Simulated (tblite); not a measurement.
C₆H₆O₂Se.
Numbering: `[O:1]=[CH:2]/[CH:3]=[C:4]1\[CH:5]=[CH:6][O:7][CH2:8][Se:9]1` (hydrogens: H10 on C2; H11 on C3; H12 on C5; H13 on C6; H14, H15 on C8)

Computed with GFN2-xTB (tblite), gas phase: L-BFGS steps from a force-field or distance-geometry start until the largest atomic force falls under 0.01 eV/Å.

Step 32: E = -738.5427 eV
```
atom  x, y, z in Å  |  force x, y, z in eV/Å
O1      3.0012    0.7797    0.4297   -0.159  -0.035   0.078
C2      2.8409   -0.2767   -0.1415   -0.011  -0.103  -0.026
C3      1.6063   -0.9732   -0.4394   -0.079   0.142  -0.065
C4      0.3492   -0.4964   -0.2142   -0.034   0.008  -0.004
C5      0.0604    0.6958    0.5346    0.008  -0.012   0.003
C6     -1.0939    1.3836    0.5230    0.135   0.001   0.071
O7     -2.2621    1.0304   -0.0655    0.150   0.058   0.075
C8     -2.5129   -0.3248   -0.1538    0.024  -0.056  -0.065
Se9    -1.1013   -1.3397   -1.1338   -0.020  -0.018   0.061
H10     3.7125   -0.8137   -0.5575    0.121  -0.050   0.024
H11     1.7190   -1.8899   -1.0093   -0.057   0.090   0.019
H12     0.9056    1.0974    1.0765   -0.066   0.102  -0.096
H13    -1.1774    2.3515    0.9999    0.032   0.008  -0.023
H14    -3.4386   -0.4385   -0.7112   -0.132  -0.095  -0.096
H15    -2.6132   -0.7775    0.8405    0.085  -0.040   0.045
```

Step 33: E = -738.5519 eV
```
atom  x, y, z in Å  |  force x, y, z in eV/Å
O1      2.9910    0.7583    0.4729   -0.151   0.020   0.100
C2      2.8358   -0.2870   -0.1194   -0.002  -0.064  -0.030
C3      1.6063   -0.9716   -0.4545   -0.111   0.130  -0.034
C4      0.3494   -0.4878   -0.2498   -0.079   0.061   0.026
C5      0.0623    0.7088    0.4926   -0.019   0.024   0.079
C6     -1.0966    1.3890    0.5146    0.123  -0.030   0.068
O7     -2.2765    1.0316   -0.0502    0.165   0.035   0.080
C8     -2.5130   -0.3259   -0.1421    0.053  -0.065  -0.098
Se9    -1.1075   -1.3202   -1.1634   -0.079  -0.023   0.053
H10     3.7120   -0.8200   -0.5219    0.192  -0.108  -0.010
H11     1.7287   -1.8912   -1.0139   -0.070   0.050  -0.026
H12     0.9116    1.1166    1.0226   -0.040   0.101  -0.082
H13    -1.1765    2.3462    1.0151    0.033  -0.003  -0.080
H14    -3.4516   -0.4533   -0.6757   -0.105  -0.074  -0.095
H15    -2.5798   -0.7854    0.8513    0.088  -0.055   0.050
```

Step 34: E = -738.5595 eV
```
atom  x, y, z in Å  |  force x, y, z in eV/Å
O1      2.9772    0.7403    0.5076   -0.111   0.024   0.092
C2      2.8311   -0.2959   -0.1032    0.020   0.006  -0.019
C3      1.6047   -0.9671   -0.4691   -0.091   0.070  -0.017
C4      0.3484   -0.4806   -0.2763   -0.107   0.100   0.046
C5      0.0645    0.7188    0.4616   -0.016   0.040   0.129
C6     -1.0955    1.3930    0.5097    0.045  -0.044   0.054
O7     -2.2830    1.0322   -0.0377    0.103  -0.010   0.055
C8     -2.5133   -0.3275   -0.1349    0.082  -0.063  -0.059
Se9    -1.1138   -1.3092   -1.1813   -0.105  -0.029   0.031
H10     3.7146   -0.8257   -0.4937    0.177  -0.118  -0.009
H11     1.7336   -1.8895   -1.0188   -0.079   0.009  -0.075
H12     0.9149    1.1353    0.9797    0.024   0.093  -0.053
H13    -1.1730    2.3418    1.0270    0.032  -0.002  -0.118
H14    -3.4614   -0.4665   -0.6520   -0.043  -0.030  -0.062
H15    -2.5534   -0.7912    0.8595    0.070  -0.047   0.006
```

Step 35: E = -738.5657 eV
```
atom  x, y, z in Å  |  force x, y, z in eV/Å
O1      2.9627    0.7251    0.5354   -0.043  -0.003   0.061
C2      2.8279   -0.3035   -0.0918    0.027   0.051  -0.002
C3      1.6019   -0.9614   -0.4818   -0.044  -0.002  -0.008
C4      0.3461   -0.4732   -0.2942   -0.093   0.093   0.040
C5      0.0658    0.7272    0.4414    0.011   0.033   0.136
C6     -1.0940    1.3959    0.5079   -0.054  -0.040   0.031
O7     -2.2861    1.0322   -0.0260    0.018  -0.084   0.019
C8     -2.5121   -0.3302   -0.1309    0.052  -0.050  -0.014
Se9    -1.1187   -1.3025   -1.1956   -0.103  -0.006   0.029
H10     3.7197   -0.8329   -0.4715    0.092  -0.078   0.019
H11     1.7334   -1.8872   -1.0238   -0.086  -0.003  -0.109
H12     0.9166    1.1544    0.9464    0.091   0.074  -0.021
H13    -1.1679    2.3401    1.0331    0.019   0.021  -0.128
H14    -3.4701   -0.4780   -0.6353    0.074   0.021   0.003
H15    -2.5296   -0.7979    0.8648    0.041  -0.028  -0.056
```

Task: Estimate the geometry and energy of step 36. (The exact step hangs on the optimiser's Hessian estimate; all steps are aligned on step 35, rigid shifts and turns removed.)

Result: E = -738.5699 eV, largest force 0.147 eV/Å
```
atom  x, y, z in Å  |  force x, y, z in eV/Å
O1      2.9522    0.7168    0.5493    0.021  -0.031   0.028
C2      2.8265   -0.3074   -0.0880    0.016   0.053   0.016
C3      1.5991   -0.9572   -0.4892   -0.015  -0.043  -0.007
C4      0.3435   -0.4681   -0.2997   -0.043   0.052   0.020
C5      0.0664    0.7317    0.4366    0.035   0.011   0.104
C6     -1.0935    1.3970    0.5091   -0.097  -0.029   0.013
O7     -2.2859    1.0307   -0.0193   -0.051  -0.114  -0.009
C8     -2.5104   -0.3331   -0.1303    0.038  -0.035   0.038
Se9    -1.1219   -1.3018   -1.2010   -0.064   0.026   0.034
H10     3.7246   -0.8385   -0.4604   -0.003  -0.023   0.048
H11     1.7294   -1.8851   -1.0291   -0.090   0.013  -0.116
H12     0.9176    1.1681    0.9311    0.123   0.050  -0.002
H13    -1.1633    2.3414    1.0327   -0.008   0.044  -0.118
H14    -3.4728   -0.4838   -0.6297    0.128   0.046   0.044
H15    -2.5158   -0.8026    0.8661    0.009  -0.020  -0.093
```

The energy changes by -0.0042 eV. The first-order estimate −F·Δx gives -0.0058 eV and the mean of the old and new forces, exact on a quadratic surface, -0.0042 eV. The step makes an angle of 69° with the force vector and moves no atom by more than 0.021 Å.

What follows is the cost of the whole relaxation. On one thread of an Arm Neoverse V2, no GPU (shared host), this took 0.48 s of wall time.
